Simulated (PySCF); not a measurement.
## Calculated data, C2H5AlSi, CH4AlFN, CH4AlClN, C2H7AlN and others

Computed with PySCF 2.14.0. Calculation on a computer-drawn molecule: the log of a Hartree-Fock and frozen-core CCSD(T) single point meant for a local Hartree-Fock minimum, with one planted fault or none, to be diagnosed. Offsets are logged minus clean, where the clean run is the same molecule without the fault. The reference is restricted for singlets and unrestricted otherwise, and also for a bond in bohr or an excited solution. Adding or removing an electron swaps singlet and doublet. The excited solution moves the top pair (singlet) or top alpha electron (doublet) to the lowest empty orbital. Highest occupied and lowest empty are orbital energies over both spins, largest force is the largest gradient component, triples share is (T) over the correlation energy, the T1 limit is 0.02 restricted and 0.045 unrestricted, electrons count all cores, a negative frequency is imaginary (commonest isotopes), and the dipole is about the centre of nuclear charge.

Common to all runs: logged SCF converged yes; possible faults no fault, one electron removed, one electron added, multiplicity raised by two, geometry at a saddle point, SCF held on an excited solution, minimal basis STO-3G, one bond length entered in bohr, all coordinates scaled.

```json
{"entry": 1, "formula": "C2H5AlSi", "logged_structure": {"atoms_angstrom": [["C", -0.8356, -0.9746, -1.0638], ["C", -0.6726, 0.41, -0.4391], ["Al", 0.1767, 1.9327, -1.3842], ["Si", -1.1979, 0.8096, 1.1355], ["H", -1.3247, -1.6985, -0.4063], ["H", -1.4283, -0.9239, -1.9822], ["H", 0.135, -1.3974, -1.3406], ["H", -1.0023, 2.1723, 1.6647], ["H", -1.8657, -0.0866, 2.1011]]}, "given": {"meant_charge": 0, "meant_multiplicity": 1, "meant_basis": "cc-pV(D+d)Z", "logged_electrons": 44, "logged_basis_functions": 99, "logged_spin_squared": 0.0, "logged_highest_occupied [eV]": -3.9968, "logged_lowest_empty [eV]": -2.2322, "logged_largest_force [hartree/bohr]": 0.019943, "logged_CC_converged": "no", "logged_dipole_magnitude [debye]": 0.39235, "logged_SCF_stable_within_its_kind": "no", "logged_energy_HF [hartree]": -609.16086, "drawn_bonds_atom": [1, 2, 2, 1, 1, 1, 4, 4], "drawn_bonds_other_atom": [2, 3, 4, 5, 6, 7, 8, 9], "drawn_bonds_order": [1, 1, 2, 1, 1, 1, 1, 1]}, "results": {"planted_fault": "SCF held on an excited solution", "HF_energy_offset_from_clean_run [kcal/mol]": 166.2}, "notes": ["CCSD not converged"]}
{"entry": 2, "formula": "CH4AlFN", "logged_structure": {"atoms_angstrom": [["C", -1.398, 0.5433, -0.5224], ["N", -0.4646, -0.2807, -1.3307], ["Al", 0.373, -1.6915, -0.8981], ["F", 1.1569, -3.0258, -0.471], ["H", -1.0074, 1.554, -0.4295], ["H", -1.5103, 0.1207, 0.4749], ["H", -2.3741, 0.567, -1.0016], ["H", -0.3449, 0.092, -2.2595]]}, "given": {"meant_charge": 1, "meant_multiplicity": 1, "meant_basis": "cc-pV(D+d)Z", "logged_electrons": 38, "logged_basis_functions": 85, "logged_spin_squared": 2.0139, "logged_highest_occupied [eV]": -12.576, "logged_lowest_empty [eV]": -6.3354, "logged_largest_force [hartree/bohr]": 0.11262, "logged_T1_diagnostic": 0.020577, "logged_D1_diagnostic": 0.088071, "logged_triples_share": 0.023551, "logged_CC_converged": "yes", "logged_dipole_magnitude [debye]": 7.4661, "logged_SCF_stable_within_its_kind": "yes", "logged_energy_HF [hartree]": -435.72976, "logged_energy_CCSD(T) [hartree]": -436.28755, "drawn_bonds_atom": [1, 2, 3, 1, 1, 1, 2], "drawn_bonds_other_atom": [2, 3, 4, 5, 6, 7, 8], "drawn_bonds_order": [1, 1, 1, 1, 1, 1, 1]}, "results": {"planted_fault": "multiplicity raised by two", "HF_energy_offset_from_clean_run [kcal/mol]": 57.17, "CCSD(T)_energy_offset_from_clean_run [kcal/mol]": 75.76}}
{"entry": 3, "formula": "CH4AlClN", "logged_structure": {"atoms_angstrom": [["C", -0.7838, 0.8116, -1.5029], ["N", -0.4623, -0.6074, -1.4994], ["Al", -1.0917, -1.9263, -0.5154], ["Cl", -2.5775, -1.4396, 0.9394], ["H", -1.1767, 1.1362, -2.4713], ["H", -1.5433, 1.0243, -0.7511], ["H", 0.0916, 1.4264, -1.2722], ["H", 0.2367, -0.8261, -2.187]]}, "given": {"meant_charge": 0, "meant_multiplicity": 2, "meant_basis": "cc-pV(D+d)Z", "logged_electrons": 47, "logged_basis_functions": 94, "logged_spin_squared": 3.7623, "logged_highest_occupied [eV]": -4.8876, "logged_lowest_empty [eV]": -0.18886, "logged_largest_force [hartree/bohr]": 0.095265, "logged_T1_diagnostic": 0.015323, "logged_D1_diagnostic": 0.073768, "logged_triples_share": 0.024325, "logged_CC_converged": "yes", "logged_dipole_magnitude [debye]": 8.1586, "logged_SCF_stable_within_its_kind": "yes", "logged_energy_HF [hartree]": -796.02079, "logged_energy_CCSD(T) [hartree]": -796.53359, "drawn_bonds_atom": [1, 2, 3, 1, 1, 1, 2], "drawn_bonds_other_atom": [2, 3, 4, 5, 6, 7, 8], "drawn_bonds_order": [1, 1, 1, 1, 1, 1, 1]}, "results": {"planted_fault": "multiplicity raised by two", "HF_energy_offset_from_clean_run [kcal/mol]": 82.29, "CCSD(T)_energy_offset_from_clean_run [kcal/mol]": 105.6}}
{"entry": 4, "formula": "CH4AlClN", "logged_structure": {"atoms_angstrom": [["C", -0.7838, 0.8116, -1.5029], ["N", -0.4623, -0.6074, -1.4994], ["Al", -1.0917, -1.9263, -0.5154], ["Cl", -2.5775, -1.4396, 0.9394], ["H", -1.1767, 1.1362, -2.4713], ["H", -1.5433, 1.0243, -0.7511], ["H", 0.0916, 1.4264, -1.2722], ["H", 0.2367, -0.8261, -2.187]]}, "given": {"meant_charge": 0, "meant_multiplicity": 2, "meant_basis": "cc-pV(D+d)Z", "logged_electrons": 48, "logged_basis_functions": 94, "logged_spin_squared": 0.0, "logged_highest_occupied [eV]": -0.64166, "logged_lowest_empty [eV]": 7.4489, "logged_largest_force [hartree/bohr]": 0.065367, "logged_T1_diagnostic": 0.012806, "logged_D1_diagnostic": 0.039216, "logged_triples_share": 0.026673, "logged_CC_converged": "yes", "logged_dipole_magnitude [debye]": 6.2173, "logged_SCF_stable_within_its_kind": "yes", "logged_energy_HF [hartree]": -796.14515, "logged_energy_CCSD(T) [hartree]": -796.72585, "drawn_bonds_atom": [1, 2, 3, 1, 1, 1, 2], "drawn_bonds_other_atom": [2, 3, 4, 5, 6, 7, 8], "drawn_bonds_order": [1, 1, 1, 1, 1, 1, 1]}, "results": {"planted_fault": "one electron added", "HF_energy_offset_from_clean_run [kcal/mol]": 4.256, "CCSD(T)_energy_offset_from_clean_run [kcal/mol]": -15.05}}
{"entry": 5, "formula": "CH4AlClN", "logged_structure": {"atoms_angstrom": [["C", -0.7838, 0.8116, -1.5029], ["N", -0.4623, -0.6074, -1.4994], ["Al", -1.0917, -1.9263, -0.5154], ["Cl", -2.5775, -1.4396, 0.9394], ["H", -1.1767, 1.1362, -2.4713], ["H", -1.5433, 1.0243, -0.7511], ["H", 0.0916, 1.4264, -1.2722], ["H", 0.2367, -0.8261, -2.187]]}, "given": {"meant_charge": 0, "meant_multiplicity": 2, "meant_basis": "cc-pV(D+d)Z", "logged_electrons": 47, "logged_basis_functions": 32, "logged_spin_squared": 0.7532, "logged_highest_occupied [eV]": -6.1325, "logged_lowest_empty [eV]": 5.8172, "logged_largest_force [hartree/bohr]": 0.027822, "logged_T1_diagnostic": 0.01478, "logged_D1_diagnostic": 0.071174, "logged_triples_share": 0.019265, "logged_CC_converged": "yes", "logged_dipole_magnitude [debye]": 4.5361, "logged_SCF_stable_within_its_kind": "yes", "logged_energy_HF [hartree]": -787.14591, "logged_energy_CCSD(T) [hartree]": -787.29889, "drawn_bonds_atom": [1, 2, 3, 1, 1, 1, 2], "drawn_bonds_other_atom": [2, 3, 4, 5, 6, 7, 8], "drawn_bonds_order": [1, 1, 1, 1, 1, 1, 1]}, "results": {"planted_fault": "minimal basis STO-3G", "HF_energy_offset_from_clean_run [kcal/mol]": 5651, "CCSD(T)_energy_offset_from_clean_run [kcal/mol]": 5900}}
{"entry": 6, "formula": "C2H7AlN", "logged_structure": {"atoms_angstrom": [["C", -0.2179, 1.6339, 0.4573], ["N", -0.1687, 0.3918, 1.2009], ["C", -1.4429, 0.0744, 1.8167], ["Al", 1.2799, -0.6325, 1.3485], ["H", -0.4815, 2.4813, 1.1026], ["H", -0.9616, 1.5937, -0.3484], ["H", 0.7497, 1.8546, 0.0022], ["H", -2.2372, -0.0301, 1.067], ["H", -1.7568, 0.8573, 2.5185], ["H", -1.3834, -0.8636, 2.3704], ["H", 1.1208, -1.9609, 2.2142]]}, "given": {"meant_charge": 0, "meant_multiplicity": 2, "meant_basis": "cc-pV(D+d)Z", "logged_electrons": 39, "logged_basis_functions": 100, "logged_spin_squared": 3.7651, "logged_highest_occupied [eV]": -4.747, "logged_lowest_empty [eV]": 0.32437, "logged_largest_force [hartree/bohr]": 0.094384, "logged_T1_diagnostic": 0.01557, "logged_D1_diagnostic": 0.071812, "logged_triples_share": 0.02687, "logged_CC_converged": "yes", "logged_dipole_magnitude [debye]": 7.6255, "logged_SCF_stable_within_its_kind": "yes", "logged_energy_HF [hartree]": -376.06042, "logged_energy_CCSD(T) [hartree]": -376.60357, "drawn_bonds_atom": [1, 2, 2, 1, 1, 1, 3, 3, 3, 4], "drawn_bonds_other_atom": [2, 3, 4, 5, 6, 7, 8, 9, 10, 11], "drawn_bonds_order": [1, 1, 1, 1, 1, 1, 1, 1, 1, 1]}, "results": {"planted_fault": "multiplicity raised by two", "HF_energy_offset_from_clean_run [kcal/mol]": 66.18, "CCSD(T)_energy_offset_from_clean_run [kcal/mol]": 87.97}}
{"entry": 7, "formula": "CH4AlN", "logged_structure": {"atoms_angstrom": [["C", -2.932, -0.3556, 1.1916], ["N", -1.6188, -0.5463, 0.697], ["Al", -0.1399, -0.761, 0.1402], ["H", -2.9727, -0.4145, 2.2864], ["H", -3.3394, 0.6239, 0.9123], ["H", -3.6304, -1.1097, 0.8082], ["H", 1.2992, -0.9701, -0.4016]]}, "given": {"meant_charge": 0, "meant_multiplicity": 1, "meant_basis": "cc-pV(D+d)Z", "logged_electrons": 30, "logged_basis_functions": 71, "logged_spin_squared": 2.0138, "logged_highest_occupied [eV]": -4.8805, "logged_lowest_empty [eV]": 0.65626, "logged_largest_force [hartree/bohr]": 0.11931, "logged_T1_diagnostic": 0.090868, "logged_D1_diagnostic": 0.50359, "logged_triples_share": 0.028152, "logged_CC_converged": "yes", "logged_dipole_magnitude [debye]": 3.8483, "logged_SCF_stable_within_its_kind": "yes", "logged_energy_HF [hartree]": -336.42094, "logged_energy_CCSD(T) [hartree]": -336.80009, "drawn_bonds_atom": [1, 2, 1, 1, 1, 3], "drawn_bonds_other_atom": [2, 3, 4, 5, 6, 7], "drawn_bonds_order": [1, 2, 1, 1, 1, 1]}, "results": {"planted_fault": "multiplicity raised by two", "HF_energy_offset_from_clean_run [kcal/mol]": 48.77, "CCSD(T)_energy_offset_from_clean_run [kcal/mol]": 78.06}, "notes": ["T1 above single-reference limit"]}
{"entry": 8, "formula": "CH3AlNO", "logged_structure": {"atoms_angstrom": [["C", -0.9401, -1.6487, -0.2047], ["N", 0.209, -1.7205, -1.0095], ["Al", 1.549, -1.8039, -1.9465], ["O", 2.8687, -1.886, -2.8697], ["H", -0.7156, -1.5939, 0.8759], ["H", -1.5694, -0.7656, -0.4172], ["H", -1.6107, -2.5195, -0.3197]]}, "given": {"meant_charge": -1, "meant_multiplicity": 1, "meant_basis": "aug-cc-pV(D+d)Z", "logged_electrons": 37, "logged_basis_functions": 128, "logged_spin_squared": 0.7629, "logged_highest_occupied [eV]": -10.336, "logged_lowest_empty [eV]": -0.16694, "logged_largest_force [hartree/bohr]": 0.077095, "logged_T1_diagnostic": 0.030259, "logged_D1_diagnostic": 0.14114, "logged_triples_share": 0.037242, "logged_CC_converged": "yes", "logged_dipole_magnitude [debye]": 7.668, "logged_SCF_stable_within_its_kind": "yes", "logged_energy_HF [hartree]": -410.8063, "logged_energy_CCSD(T) [hartree]": -411.41216, "drawn_bonds_atom": [1, 2, 3, 1, 1, 1], "drawn_bonds_other_atom": [2, 3, 4, 5, 6, 7], "drawn_bonds_order": [1, 2, 1, 1, 1, 1]}, "results": {"planted_fault": "one electron removed", "HF_energy_offset_from_clean_run [kcal/mol]": 34.79, "CCSD(T)_energy_offset_from_clean_run [kcal/mol]": 65.96}}
{"entry": 9, "formula": "CH4AlO2", "logged_structure": {"atoms_angstrom": [["C", -1.1489, -1.3268, 1.9744], ["O", -1.6911, -1.3554, 0.6496], ["Al", -2.2899, -1.3882, -0.8149], ["O", -2.8909, -1.4211, -2.2843], ["H", -0.0699, -1.2379, 1.8989], ["H", -1.4225, -2.2504, 2.4743], ["H", -1.5676, -0.4716, 2.4951], ["H", -3.2473, -1.4409, -3.157]]}, "given": {"meant_charge": 1, "meant_multiplicity": 1, "meant_basis": "cc-pV(D+d)Z", "logged_electrons": 38, "logged_basis_functions": 28, "logged_spin_squared": 0.0, "logged_highest_occupied [eV]": -14.736, "logged_lowest_empty [eV]": 0.11815, "logged_largest_force [hartree/bohr]": 0.076505, "logged_T1_diagnostic": 0.020966, "logged_D1_diagnostic": 0.067884, "logged_triples_share": 0.054012, "logged_CC_converged": "yes", "logged_dipole_magnitude [debye]": 2.5065, "logged_SCF_stable_within_its_kind": "yes", "logged_energy_HF [hartree]": -426.29131, "logged_energy_CCSD(T) [hartree]": -426.48405, "drawn_bonds_atom": [1, 2, 3, 1, 1, 1, 4], "drawn_bonds_other_atom": [2, 3, 4, 5, 6, 7, 8], "drawn_bonds_order": [1, 1, 1, 1, 1, 1, 1]}, "results": {"planted_fault": "minimal basis STO-3G", "HF_energy_offset_from_clean_run [kcal/mol]": 3379, "CCSD(T)_energy_offset_from_clean_run [kcal/mol]": 3629}, "notes": ["T1 above single-reference limit"]}
{"entry": 10, "formula": "CH4AlO2", "logged_structure": {"atoms_angstrom": [["C", 1.0956, -2.2732, 0.3173], ["O", 0.4115, -1.2625, 0.9816], ["Al", -0.3734, 0.2112, 0.7973], ["O", -0.5107, 0.9614, -0.7136], ["H", 1.1852, -2.0746, -0.7565], ["H", 2.1029, -2.3802, 0.7269], ["H", 0.5769, -3.2266, 0.4431], ["H", -0.1981, 0.6804, -1.5579]]}, "given": {"meant_charge": 0, "meant_multiplicity": 2, "meant_basis": "cc-pV(D+d)Z", "logged_electrons": 39, "logged_basis_functions": 85, "logged_spin_squared": 0.7517, "logged_highest_occupied [eV]": -8.7778, "logged_lowest_empty [eV]": 1.292, "logged_largest_force [hartree/bohr]": 1.4726e-05, "logged_lowest_frequency [cm^-1]": 54.677, "logged_T1_diagnostic": 0.014816, "logged_D1_diagnostic": 0.051766, "logged_triples_share": 0.022784, "logged_CC_converged": "yes", "logged_dipole_magnitude [debye]": 1.7094, "logged_SCF_stable_within_its_kind": "yes", "logged_energy_HF [hartree]": -431.91995, "logged_energy_CCSD(T) [hartree]": -432.51794, "drawn_bonds_atom": [1, 2, 3, 1, 1, 1, 4], "drawn_bonds_other_atom": [2, 3, 4, 5, 6, 7, 8], "drawn_bonds_order": [1, 1, 1, 1, 1, 1, 1]}, "results": {"planted_fault": "no fault", "HF_energy_offset_from_clean_run [kcal/mol]": 0.0, "CCSD(T)_energy_offset_from_clean_run [kcal/mol]": 0.0}}
```
